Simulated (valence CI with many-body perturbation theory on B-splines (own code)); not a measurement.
E1 line list for Mg VII

Level of theory: configuration interaction combined with many-body perturbation theory (CI+MBPT): four valence electrons over a frozen Dirac-Fock core [He], a basis of 11 s, 11 p, 10 d, 8 f, 5 g, 2 h functions for each j, with the one-electron correlation potential Σ1 (screened to all orders), the two-electron term Σ2, the three-electron term Σ3, Breit, model QED; selected single and double excitations, second order for the rest, scaled by the run's own slope (own B-spline code, finite nucleus).

Set against measurement, 63 paired levels are off by 196 cm⁻¹ on average, the worst by 708. These come from a selection out of NIST levels in Kelleher and Podobedova, J. Phys. Chem. Ref. Data 37, 267 (2008). Levels without a partner in it may be off by more. Among the levels kept, up to 1300 cm⁻¹ of a level comes from second order outside the variational space, and about a tenth of that is noise between levels of different J, which matters for small intervals. 3 measured levels below the end of the list, from 1357170 cm⁻¹ on, found no clear computed partner, and computed levels of the same name lie up to 108233 cm⁻¹ from them.

Lines 151 to 200 of 554 in falling wavelength, among levels below 186.66 eV, chosen from the strongest by gf and those to the six lowest levels. Wavelengths and rates use the calculated energies, so an error of 200 cm⁻¹ moves a line at 1334 Å by 0.27 % and its rate by three times that or more. Electric multipoles are in the length gauge, E1 and E2 with the static RPA response of the core. Weak lines are less certain than strong ones. Lines between different terms over intervals too small for the method are left out, as are lines whose strength nearly cancels. Where a level lies close to another of its J and parity, the split of strength between their lines is uncertain. The highest levels of a list are the least certain.

Names give the largest LS component (configuration and term), which can be under half, so a name can repeat, a term be missing and a line seem to break the LS rules; names also repeat where a configuration has a term twice. Letters in brackets count levels of one name in rising energy.

```
λ vac (Å)  λ from measured levels              Upper              Lower   A (s⁻¹)  S (a.u.)
     1341                           2s2p²3d ³D_2 [a]  2s2p²3p ³P°_2 [a]  1.52e+08  9.03e-01
     1341                               2s2p²3d ⁵P_1      2s2p²3p ⁵P°_2  2.26e+08  8.08e-01
     1336                           2s2p²3d ³D_1 [a]  2s2p²3p ³P°_1 [a]  2.34e+08  8.25e-01
     1334                    1334       2s²2p3p ³P_2      2s²2p3s ³P°_2  4.53e+08  2.66e+00
     1333                           2s2p²3d ³D_3 [a]  2s2p²3p ³P°_2 [a]  5.04e+08  4.13e+00
     1331                           2s2p²3d ³D_2 [a]  2s2p²3p ³P°_1 [a]  3.67e+08  2.13e+00
     1330                              2s²2p3d ³F°_2       2s²2p3p ¹P_1  2.40e+08  1.39e+00
     1330                           2s2p²3d ³D_1 [a]  2s2p²3p ³P°_0 [a]  2.78e+08  9.68e-01
     1329                    1327       2s²2p3p ³P_0      2s²2p3s ³P°_1  5.78e+08  6.68e-01
     1317                           2s2p²3d ¹D_2 [a]  2s2p²3p ¹P°_1 [a]  2.36e+08  1.33e+00
     1308                           2s2p²3d ¹D_2 [b]  2s2p²3p ³P°_1 [c]  1.22e+08  6.73e-01
     1294                    1291       2s²2p3p ³P_2      2s²2p3s ³P°_1  1.32e+08  7.04e-01
     1293                              2s²2p3d ¹D°_2       2s²2p3p ¹P_1  1.86e+08  9.94e-01
     1291                              2s²2p3d ³P°_2       2s²2p3p ³S_1  3.64e+08  1.93e+00
     1288                           2s2p²3d ¹D_2 [b]  2s2p²3p ¹P°_1 [b]  3.75e+08  1.98e+00
     1279                              2s²2p3d ³P°_1       2s²2p3p ³S_1  3.12e+08  9.66e-01
     1275                          2s2p²3p ¹D°_2 [b]       2s2p²3s ¹P_1  6.06e+08  3.10e+00
     1242                              2s²2p3d ³D°_3       2s²2p3p ³D_3  1.70e+08  1.13e+00
     1225                              2s²2p3d ³D°_2       2s²2p3p ³D_2  1.38e+08  6.24e-01
     1215                               2s²2p3p ¹D_2      2s²2p3s ¹P°_1  8.35e+08  3.70e+00
     1212                          2s2p²3p ³P°_0 [b]       2s2p²3s ³D_1  8.32e+08  7.32e-01
     1212                          2s2p²3p ³P°_1 [b]       2s2p²3s ³D_1  2.30e+08  6.07e-01
     1212                          2s2p²3p ³P°_1 [b]       2s2p²3s ³D_2  6.03e+08  1.59e+00
     1212                          2s2p²3p ³P°_2 [b]       2s2p²3s ³D_2  1.48e+08  6.52e-01
     1211                          2s2p²3p ³P°_2 [b]       2s2p²3s ³D_3  6.77e+08  2.97e+00
     1191                           2s2p²3d ¹P_1 [b]      2s2p²3p ¹S°_0  3.50e+08  8.76e-01
     1175                           2s2p²3d ¹P_1 [a]  2s2p²3p ¹P°_1 [a]  2.60e+08  6.24e-01
     1171                              2s²2p4d ¹D°_2       2s2p²3s ¹P_1  1.38e+08  5.48e-01
     1170                    1173   2s2p²3d ³D_3 [a]  2s2p²3p ³D°_3 [a]  2.35e+08  1.30e+00
     1159                    1161   2s2p²3d ³D_2 [a]  2s2p²3p ³D°_2 [a]  1.70e+08  6.53e-01
     1131                              2s2p²3p ⁵S°_2       2s2p²3s ⁵P_3  5.58e+08  1.99e+00
     1130                           2s2p²3d ¹D_2 [a]  2s2p²3p ¹D°_2 [a]  2.65e+08  9.43e-01
     1115                    1115   2s2p²3d ³P_2 [a]  2s2p²3p ³S°_1 [a]  5.40e+08  1.84e+00
     1112                              2s2p²3p ⁵S°_2       2s2p²3s ⁵P_2  3.74e+08  1.27e+00
     1102                    1102   2s2p²3d ³P_1 [a]  2s2p²3p ³S°_1 [a]  5.34e+08  1.06e+00
     1099                              2s2p²3p ⁵S°_2       2s2p²3s ⁵P_1  2.15e+08  7.04e-01
     1054                          2s2p²3p ¹P°_1 [c]       2s2p²3s ¹P_1  1.01e+09  1.75e+00
    969.9                               2s²2p3p ¹S_0      2s²2p3s ¹P°_1  1.73e+09  7.78e-01
    914.7                              2s²2p3d ¹P°_1       2s²2p3p ¹P_1  6.83e+08  7.74e-01
    749.2                               2s²2p4f ³G_5      2s2p²3p ³F°_4  1.81e+08  4.13e-01
    713.6                   713.2  2s2p²3p ³D°_3 [a]       2s²2p3p ³P_2  4.44e+08  5.58e-01
    689.1                          2s2p²3p ³D°_3 [b]   2s2p²3s ³P_2 [a]  3.59e+08  4.06e-01
    558.9                   558.3           2p⁴ ¹D_2        2s2p³ ¹P°_1  7.44e+08  3.21e-01
    555.4                   554.9           2p⁴ ³P_2        2s2p³ ³S°_1  1.59e+09  6.74e-01
    549.1                   548.6           2p⁴ ³P_1        2s2p³ ³S°_1  1.68e+09  4.12e-01
    467.4                              2s2p²3p ¹F°_3       2s²2p3p ¹D_2  2.66e+09  9.37e-01
    450.8                   450.7           2p⁴ ¹D_2        2s2p³ ¹D°_2  6.90e+09  1.56e+00
    436.4                   435.6   2s2p²3d ³D_3 [b]      2s²2p3d ³D°_3  1.43e+09  4.11e-01
    434.9                   435.1   2s2p²3d ³D_2 [b]      2s²2p3d ³D°_2  1.27e+09  2.57e-01
    434.8                   434.9        2s2p³ ³D°_3        2s²2p² ³P_2  1.67e+09  4.75e-01
```
